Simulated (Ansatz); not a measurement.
Species: H2SiO, charge 0, singlet. A triplet may lie lower; no result for it is given here. H2SiO (SMILES O[SiH]).
B3LYP-D3(BJ)/def2-TZVP minimum from Ansatz (an electronic-structure program):
```xyz
4

Si    -0.3794    -0.3314     0.3958
H     -1.5315    -0.1837    -0.6238
O      0.7841     0.4941    -0.4508
H      0.5710     0.8702    -1.3110
```

Hartree-Fock and MP2 correlation energies in hartree (Ansatz). Open shells are spin-unrestricted; no spin-orbit coupling. Cores are frozen in correlated methods. No relativity. The restricted determinant of H2OSi (O[SiH], singlet) is unstable towards broken spin symmetry in at least one set run.

| basis | X | E(HF) | E(corr, MP2) |
|---|---|---|---|
| cc-pV(T+d)Z | 3 | -364.99561 | -0.34828 |
| cc-pV(Q+d)Z | 4 | -365.00546 | -0.37553 |
| cc-pV(5+d)Z | 5 | -365.00769 | withheld |

Q: Fit E(corr) = E∞ + A/X³ to X = 3 and 4, predict X = 5, and compare with the run.

A: A = (-0.34828 - (-0.37553))/(1/27 - 1/64) = 1.2726; E∞ = -0.37553 - A/64 = -0.39542; at X = 5, E∞ + A/125 = -0.38523. The run gave -0.38688, 1.65 mEh below the prediction. The same form on X = 4 and 5 gives E∞ = -0.39879, 3.37 mEh below the first estimate.
